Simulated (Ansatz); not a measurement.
Consider the silylene formation by 1,1-elimination: `N[SiH2][SiH](O)F` → `O[SiH2]F` + `N[SiH]`.

Computed with Ansatz on PBE0-D4/def2-TZVP structures; ΔE is electronic, products minus reactants. CCSD(T)/CBS is the MP2 limit (def2-TZVPP, def2-QZVPP) plus CCSD(T) − MP2 in def2-TZVPP, frozen cores. This one scheme is used for every species. Functionals use def2-TZVPP. One conformer a species, not always the lowest.

(1) Is it downhill or uphill in electronic energy at CCSD(T)/CBS, and by how much? (Estimate.)

(2) What do these levels give: r2SCAN-D4, ωB97M-V, B2PLYP, r2SCAN, PBE0, HF/def2-TZVPP, MP2/def2-TZVPP, SCS-MP2/def2-TZVPP, HF/def2-QZVPP, HF/CBS(def2), MP2/CBS(def2), CCSD/CBS(def2)? (Estimate.)

Largest T1 diagnostic among the species: 0.015.

Answers

(1) Ansatz gave: Uphill: ΔE = +136.3 kJ/mol.

(2) Ansatz gave: r2SCAN-D4 154.4, ωB97M-V 129.1, B2PLYP 125.9, r2SCAN 151.6, PBE0 145.8, HF/def2-TZVPP 114.1, MP2/def2-TZVPP 138.9, SCS-MP2/def2-TZVPP 128.7, HF/def2-QZVPP 113.5, HF/CBS(def2) 113.4, MP2/CBS(def2) 145.5, CCSD/CBS(def2) 133.3 kJ/mol.

In def2-TZVPP, CCSD(T) changes the Hartree–Fock value by +15.6 kJ/mol (the triples alone add +3.0 kJ/mol) and MP2 by +24.8 kJ/mol. The D4 term adds +16.5 kJ/mol with B3LYP and +9.1 kJ/mol with PBE0; it sums over pairs of atoms, weighted by their polarisabilities, and B3LYP, whose exchange is more repulsive, gets the larger term.

B3LYP here is the variant with VWN-RPA as its local correlation; programs differ in this.
